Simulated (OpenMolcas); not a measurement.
## Ba⁺: effect of the active space

```yaml
Program: OpenMolcas
Method: CASSCF
Basis: ANO-RCC-VQZP
Scalar_Hamiltonian: DKH2, point nucleus
Spin-orbit_coupling: state interaction with AMFI integrals over the reference wave functions, term energies averaged over their components
```

A. 1 electron in 4 orbitals (6s 6p); 2S+1 = 2 even, 1 root; 2S+1 = 2 odd, 3 roots; cost about 16 core-seconds
B. 1 electron in 8 orbitals (6s 6p 7s 7p); 2S+1 = 2 even, 1 root; 2S+1 = 2 odd, 3 roots; cost about 12 core-seconds
C. 1 electron in 9 orbitals (5d 6s 6p); 2S+1 = 2 even, 6 roots; 2S+1 = 2 odd, 3 roots; cost about 21 core-seconds

Energies in cm-1 above 6s 2S 1/2, the measured ground level; measured values from NIST Handbook of Basic Atomic Spectroscopic Data.

| Level | A | B | C | Measured |
| --- | --- | --- | --- | --- |
| 6s 2S 1/2 | 0.0 | 0.0 | 0.0 | 0.0 |
| 6p 2P* 1/2 | 18348 | 18348 | 18078 | 20262 |
| 6p 2P* 3/2 | 19499 | 19499 | 19228 | 21952 |

Deviations, from unrounded energies. A percentage is the sum of absolute deviations over the sum of measured energies, with the sign that they share, or ± where signs differ.

```csv
Against measurement,Levels,A,B,C
mean absolute deviation (cm-1),2,2200,2200,2500
other configurations (%),2,-10.3,-10.3,-11.6
```

A, B lie about equally close to measurement and C furthest from it. The largest miss of A in the table is 6p 2P* 3/2, by -2500 cm-1. The ranking rests on the paired levels alone, and a cruder setting can come out closer through cancelling errors.

Among A to C the level of the table that moves most is 6p 2P* 3/2, by 270 cm-1 (lowest in C, highest in B).

ANO sets are built for ground and valence states and can reach diffuse excited orbitals poorly. With one active electron the reference holds no correlation, so core polarisation is missing. With one active electron outside closed inactive shells, the extra shells (7p 7s) add no correlation to the reference (holds for B). Computed and measured levels are paired by configuration, term and J; levels that our copy of the source lacks, or whose pairing is in doubt (as where it misses far off the trend of its configuration), stay unpaired and out of the deviations. Levels of configurations outside the active space are missing. The table leaves out levels that lie high or whose names do not pair safely across all columns.

* marks odd parity.
